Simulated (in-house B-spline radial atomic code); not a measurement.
## The tellurium ion Te²⁺: [Kr] 4d10 5s2 5p2

Level of theory: non-relativistic PBE0, spin-polarised, spherical fractional occupations, exact exchange averaged over the configuration, point nucleus; calculated with a radial B-spline atomic code at the basis-set limit.

Effective charges: Z_r = [3n² - l(l+1)]/(2<r>) from the radius, Z_e = n√(-2ε) from the energy, and Slater's rules. Values are occupation-weighted means over spin.

```json
{"shell": "1s", "electrons": "2", "ε (eV)": "-30510", "<r> (bohr)": "0.02924", "Z_r": "51.30", "Z_e": "47.35", "Slater": "51.70"}
{"shell": "2s", "electrons": "2", "ε (eV)": "-4606.4", "<r> (bohr)": "0.126", "Z_r": "47.63", "Z_e": "36.80", "Slater": "47.85"}
{"shell": "2p", "electrons": "6", "ε (eV)": "-4321.2", "<r> (bohr)": "0.1074", "Z_r": "46.56", "Z_e": "35.64", "Slater": "47.85"}
{"shell": "3s", "electrons": "2", "ε (eV)": "-940.04", "<r> (bohr)": "0.3352", "Z_r": "40.27", "Z_e": "24.94", "Slater": "40.75"}
{"shell": "3p", "electrons": "6", "ε (eV)": "-820.41", "<r> (bohr)": "0.3259", "Z_r": "38.35", "Z_e": "23.30", "Slater": "40.75"}
{"shell": "3d", "electrons": "10", "ε (eV)": "-598.95", "<r> (bohr)": "0.2967", "Z_r": "35.39", "Z_e": "19.90", "Slater": "30.85"}
{"shell": "4s", "electrons": "2", "ε (eV)": "-178.85", "<r> (bohr)": "0.7943", "Z_r": "30.22", "Z_e": "14.50", "Slater": "24.25"}
{"shell": "4p", "electrons": "6", "ε (eV)": "-137.05", "<r> (bohr)": "0.8338", "Z_r": "27.58", "Z_e": "12.70", "Slater": "24.25"}
{"shell": "4d", "electrons": "10", "ε (eV)": "-66.089", "<r> (bohr)": "0.9595", "Z_r": "21.89", "Z_e": "8.82", "Slater": "12.85"}
{"shell": "5s", "electrons": "2", "ε (eV)": "-32.481", "<r> (bohr)": "2.056", "Z_r": "18.24", "Z_e": "7.73", "Slater": "7.65"}
{"shell": "5p", "electrons": "2", "ε (eV)": "-24.232", "<r> (bohr)": "2.354", "Z_r": "15.50", "Z_e": "6.67", "Slater": "7.65"}
```

The least bound orbital is 5p up at -24.23 eV, and it is also the most diffuse (<r> = 2.354 bohr).

The density falls to 0.001 bohr⁻³ at 3.957 bohr; Σ<r²> = 41.07 bohr² gives, by the non-relativistic formula and without the paramagnetism of open shells, a Langevin diamagnetic susceptibility of -32.53×10⁻⁶ cm³/mol.
